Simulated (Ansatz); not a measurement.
Basis-set series for `[F][W](=[S])(=[S])[Cl]`. Charge 0, multiplicity 1. W takes the def2 core potential. All single points use the PBE0-D4/def2-TZVP geometry.

```
functional       basis  functions  energy (Eh)  HOMO (eV)  LUMO (eV)
   PBE0-D4  def2-TZVPP        213  -1423.30538      -7.74      -3.36
   PBE0-D4  def2-QZVPP        348  -1423.34917      -7.74      -3.37
   ωB97M-V  def2-TZVPP        213  -1423.64364      -9.68      -1.30
   ωB97M-V  def2-QZVPP        348  -1423.68505      -9.69      -1.34
```

Q: Give the rows for def2-SVP. (Best estimate.)

A: Computed: 
| functional | basis | functions | energy (Eh) | HOMO (eV) | LUMO (eV) |
| --- | --- | --- | --- | --- | --- |
| PBE0-D4 | def2-SVP | 100 | -1422.72518 | -7.81 | -3.40 |
| ωB97M-V | def2-SVP | 100 | -1423.06492 | -9.72 | -1.31 |
